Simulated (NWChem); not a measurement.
Molecule: GeH$_{3}$TeF; SMILES F[Te][GeH3]

```xyz
6

Te    -0.2998    -0.9133     0.0000
F      1.6322    -1.2257     0.0000
Ge     0.0226     1.6312     0.0000
H      0.7878     2.0530    -1.2624
H     -1.3995     2.2208     0.0000
H      0.7878     2.0530     1.2624
```
Atoms are numbered in this order, from 1.

Structure relaxed at the PBE0/def2-SVP level. No frequency run checked for a minimum. def2 effective core potentials on Te; no spin-orbit coupling.

Symmetry labels are those of Cs in the frame above (b1 and b2, or b-type labels, depend on it).

Q: List the 4 lowest vertical singlet excitations from PBE0/def2-SVPD with def2 effective core potentials on Te, TDA (NWChem).

A: 
```tsv
state	energy (eV)	oscillator strength	symmetry	leading excitation (squared amplitude)
S1	2.42	0.001	a"	HOMO → LUMO (0.99)
S2	4.38	0.006	a"	HOMO → LUMO+1 (0.98)
S3	4.47	0.005	a'	HOMO−1 → LUMO (0.97)
S4	5.55	0.044	a"	HOMO → LUMO+2 (0.99)
```
